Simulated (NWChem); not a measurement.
GeH2BrF; SMILES [F][GeH2][Br]

Program: NWChem. Pople sets run with spherical d functions. This build's default masses of Se (78.918 u) and Br (79.917 u) are each other's, which moves their modes by up to 0.6 %. Each level has its own optimisation; frequencies are unscaled.

```csv
level,r F–Ge (Å),r Br–Ge (Å),r Ge–H (Å),highest harmonic frequency (cm⁻¹),lowest (cm⁻¹),zero-point energy (kcal/mol),dipole (D)
Hartree-Fock/3-21G,1.691,2.363,1.519,2254,186,12.9,3.05
Hartree-Fock/STO-3G,1.690,2.269,1.437,2458,207,13.9,2.18
B3LYP/6-31G*,…,…,…,…,…,…,…
```

Task: What belongs in the gaps?

Result: 
- B3LYP/6-31G*, r F–Ge (Å): 1.742
- B3LYP/6-31G*, r Br–Ge (Å): 2.322
- B3LYP/6-31G*, r Ge–H (Å): 1.542
- B3LYP/6-31G*, highest harmonic frequency (cm⁻¹): 2165
- B3LYP/6-31G*, lowest (cm⁻¹): 167
- B3LYP/6-31G*, zero-point energy (kcal/mol): 11.9
- B3LYP/6-31G*, dipole (D): 2.29
